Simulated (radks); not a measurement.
Task: Zr, 40 electrons, occupied as [Kr] 4d2 5s1 4f1 (not the ground configuration). Calculated with a radial shooting solver on a logarithmic mesh with Libxc functionals: Dirac Kohn-Sham, LDA (Slater exchange, VWN5 correlation), spin-unpolarised, spherical densities, point nucleus; open shells fill j = l - 1/2 first. Some entries of the table are withheld. Estimate them.

orbital,occ.,eigenvalue (hartree),<r> (bohr)
1s1/2,2,-653.9984,(1)
2s1/2,2,-90.77703,0.1625
2p1/2,2,-83.17540,0.1387
2p3/2,4,-80.02573,0.1431
3s1/2,2,-15.00580,0.4592
3p1/2,2,-12.17459,(2)
3p3/2,4,-11.67238,(3)
3d3/2,4,(4),0.4507
3d5/2,6,(5),0.4543
4s1/2,2,-2.18338,1.212
4p1/2,2,(6),1.346
4p3/2,4,(7),1.378
4d3/2,2,-0.31076,2.133
5s1/2,1,-0.30958,(8)
4d5/2,0,-0.30556,2.154
4f5/2,1,-0.01591,16.95
4f7/2,0,-0.01591,16.95

Result: 
(1) 1s1/2 <r> (bohr): 0.03711
(2) 3p1/2 <r> (bohr): 0.4555
(3) 3p3/2 <r> (bohr): 0.4661
(4) 3d3/2 eigenvalue (hartree): -6.66036
(5) 3d5/2 eigenvalue (hartree): -6.56853
(6) 4p1/2 eigenvalue (hartree): -1.42009
(7) 4p3/2 eigenvalue (hartree): -1.35373
(8) 5s1/2 <r> (bohr): 3.405
